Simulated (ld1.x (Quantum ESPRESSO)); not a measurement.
# Reading a pseudo-wave (Te)

Columns: radius, all-electron u(r) and pseudo u(r) of the 4s shell (level -164.86 eV) of tellurium in the configuration [Ar] 3d10 4s2 4p6 4d10 5s1.5 5p4.5; PBEsol, scalar-relativistic, PAW scheme, ld1.x (Quantum ESPRESSO) 7.5.

```json
{"r (bohr)": "0.075", "all-electron": "-0.5017", "pseudo": "-0.2335"}
{"r (bohr)": "0.150", "all-electron": "0.1445", "pseudo": "-0.4576"}
{"r (bohr)": "0.225", "all-electron": "0.7419", "pseudo": "-0.6634"}
{"r (bohr)": "0.300", "all-electron": "0.5959", "pseudo": "-0.8432"}
{"r (bohr)": "0.375", "all-electron": "0.0528", "pseudo": "-0.9906"}
{"r (bohr)": "0.450", "all-electron": "-0.5293", "pseudo": "-1.1012"}
{"r (bohr)": "0.525", "all-electron": "-0.9740", "pseudo": "-1.1728"}
{"r (bohr)": "0.600", "all-electron": "-1.2380", "pseudo": "-1.2052"}
{"r (bohr)": "0.675", "all-electron": "-1.3418", "pseudo": "-1.2002"}
{"r (bohr)": "0.750", "all-electron": "-1.3286", "pseudo": "-1.1617"}
{"r (bohr)": "0.825", "all-electron": "-1.2410", "pseudo": "-1.0948"}
{"r (bohr)": "0.900", "all-electron": "-1.1137", "pseudo": "-1.0061"}
{"r (bohr)": "0.975", "all-electron": "-0.9709", "pseudo": "-0.9024"}
{"r (bohr)": "1.050", "all-electron": "-0.8283", "pseudo": "-0.7909"}
{"r (bohr)": "1.125", "all-electron": "-0.6950", "pseudo": "-0.6782"}
{"r (bohr)": "1.200", "all-electron": "-0.5757", "pseudo": "-0.5700"}
{"r (bohr)": "1.275", "all-electron": "-0.4719", "pseudo": "-0.4709"}
{"r (bohr)": "1.350", "all-electron": "-0.3836", "pseudo": "-0.3837"}
{"r (bohr)": "1.425", "all-electron": "-0.3097", "pseudo": "-0.3098"}
{"r (bohr)": "1.500", "all-electron": "-0.2487", "pseudo": "-0.2487"}
{"r (bohr)": "1.575", "all-electron": "-0.1988", "pseudo": "-0.1988"}
{"r (bohr)": "1.650", "all-electron": "-0.1582", "pseudo": "-0.1582"}
{"r (bohr)": "1.725", "all-electron": "-0.1255", "pseudo": "-0.1255"}
{"r (bohr)": "1.800", "all-electron": "-0.0993", "pseudo": "-0.0993"}
{"r (bohr)": "1.875", "all-electron": "-0.0784", "pseudo": "-0.0784"}
{"r (bohr)": "1.950", "all-electron": "-0.0617", "pseudo": "-0.0617"}
```

Q: How many radial nodes do the two functions have?

A: The all-electron 4s function has n − l − 1 = 3 (the table is too coarse to show those close to the nucleus); the pseudo-wave has 0, since the states of the same l below it are removed with the core.

Q: At about which radius was the pseudo-wave matched?

A: 1.50 bohr. The columns agree to 0.0005 from 1.35 bohr on; several derivatives are matched, so the curves merge somewhat inside the radius.

Q: Where does each function peak?

A: Outermost all-electron maximum near 0.68 bohr, pseudo maximum near 0.60 bohr (to the table’s step).

Q: Is the pseudo-wave norm-conserving?

A: No, it belongs to a PAW set: the norm inside the radius is not constrained, and the difference is carried by the augmentation charge.
